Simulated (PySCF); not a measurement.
Run times: molybdenum in x2c-TZVPall-2c with one added diffuse shell each of s, p, d type

Measured wall times of calculations with PySCF 2.14 in x2c-TZVPall-2c with one added diffuse shell each of s, p, d type (9s10p8d1f, 86 functions), with two-component X2C-1e, run from one Python driver. Hardware: 1 thread of Intel(R) Xeon(R) Platinum 8559C on a shared host, 1.3 GiB allowed. The two-electron integrals over 86 functions were computed once and kept in memory (2.6 CPU seconds with the set-up); the times below exclude them.

Launch command (the driver calls PySCF for each step listed in the task file):

```bash
OMP_NUM_THREADS=1 python sorun2.py TASK.json OUT
```

| species | step | iterations | wall time (s) |
| --- | --- | --- | --- |
| Mo²⁺ [Kr] 4d4 | GHF, spin-free | 9 | 2.2 |
| Mo²⁺ [Kr] 4d4 | GMP2 (12 electrons), spin-free |  | 0.47 |
| Mo²⁺ [Kr] 4d4 | GMP2 (12 electrons), screened spin-orbit |  | 0.24 |
| Mo²⁺ [Kr] 4d3 5s1 | GHF, spin-free | 7 | 1.9 |
| Mo²⁺ [Kr] 4d3 5s1 | GMP2 (12 electrons), spin-free |  | 0.23 |
| Mo²⁺ [Kr] 4d3 5s1 | GHF, screened spin-orbit | 11 | 2.6 |
| Mo²⁺ [Kr] 4d3 5s1 | GMP2 (12 electrons), screened spin-orbit |  | 0.24 |

(1) Roughly how long does GHF, screened spin-orbit take for Mo²⁺ [Kr] 4d4 here?

Peak memory of the process: 0.3 GiB. Times on a shared host vary from run to run.

Answers

(1) About 3.4 s.
